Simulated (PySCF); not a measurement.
Isomers of CH7F3NPSi2, one GFN2-xTB conformer each. Single-point energies are computed at PBE0/pcSseg-1 (PySCF, gas phase, no added dispersion term), electronic only.

**Question.** Rank them by PBE0/pcSseg-1 energy, lowest first (kcal/mol).
A. `[F:1][C:2]([F:3])([F:4])[Si@H:5]([PH2:6])[NH:7][SiH3:8]` with C2–Si5–P6–H 156° and 62°, C2–Si5–N7–Si8 -35°
B. `[NH2:1][SiH2:2][Si@@H:3]([PH2:4])[C:5]([F:6])([F:7])[F:8]` with H–N1–Si2–Si3 48° and -170°, N1–Si2–Si3–P4 179°, Si2–Si3–P4–H 43° and -50°
C. `[NH2:1][Si@:2]([SiH3:3])([PH2:4])[C:5]([F:6])([F:7])[F:8]` with H–N1–Si2–Si3 -150° and 67°, N1–Si2–P4–H -173° and 94°

**Answer.** A (0.0), C (7.1), B (8.8).

As drawn, the highest has an Si–Si bond, which the lowest lacks. Neighbours under 2.5 kcal/mol apart (N[Si@]([SiH3])(P)C(F)(F)F and N[SiH2][Si@@H](P)C(F)(F)F) can change places with a better method, another conformer or zero-point energy. GFN2-xTB itself gives, in the same order: 0.0, 27.3, 25.5. Both levels put the same isomer lowest; measured from each level's own lowest isomer, the values differ by up to 20.2 kcal/mol (N[Si@]([SiH3])(P)C(F)(F)F: 27.3 against 7.1).

**Question.** Which frontier levels, dipoles and rotational constants go with these structures?

**Answer.** 
```tsv
SMILES	HOMO (eV, PBE0/pcSseg-1)	LUMO (eV)	dipole (D)	A, B, C (MHz)
FC(F)(F)[Si@H](P)N[SiH3]	-7.73	-0.32	3.08	1292, 970.6, 646.3
N[Si@]([SiH3])(P)C(F)(F)F	-7.34	-0.69	3.16	1139, 1018, 762.5
N[SiH2][Si@@H](P)C(F)(F)F	-7.48	-0.76	3.18	1253, 937.0, 625.6
```
